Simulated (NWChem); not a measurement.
GeHCl3; SMILES [Cl][GeH]([Cl])[Cl]

```xyz
5

Ge     0.0000     0.0000     0.4352
Cl    -0.4895     1.9411    -0.3128
Cl     1.9258    -0.5466    -0.3128
Cl    -1.4363    -1.3945    -0.3128
H      0.0000     0.0000     1.9616
```
Atoms are numbered in this order, from 1.

The geometry was optimised at PBE0/def2-SVP.

**Question.** Give the principal values of the shielding tensors (ppm) of Ge1, Cl2 from KT2/pcSseg-1, GIAO (NWChem), with their diamagnetic and paramagnetic parts as GIAO splits them.

**Answer.** 
```
atom     σ11     σ22     σ33  isotropic  diamagnetic  paramagnetic
----  ------  ------  ------  ---------  -----------  ------------
Ge1   1116.3  1247.3  1247.3     1203.6       2762.7       -1559.1
Cl2    581.0   701.4   955.6      746.0       1150.0        -404.0
```
